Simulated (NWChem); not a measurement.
System: C2H2Br2; SMILES Br/C=C\Br

This build's default masses of Se (78.918 u) and Br (79.917 u) are each other's, which moves their modes by up to 0.6 %.

Question: Give the equilibrium geometry at B3LYP/6-31G* (spherical d) (NWChem) as a Z-matrix, with the point group.

Answer: point group C2v; any orientation.
```
C
C 1 1.3297
H 1 1.0842 2 120.51
H 2 1.0842 1 120.51 3 0.00
Br 1 1.8925 3 113.19 2 180.00
Br 2 1.8925 4 113.19 1 180.00
```
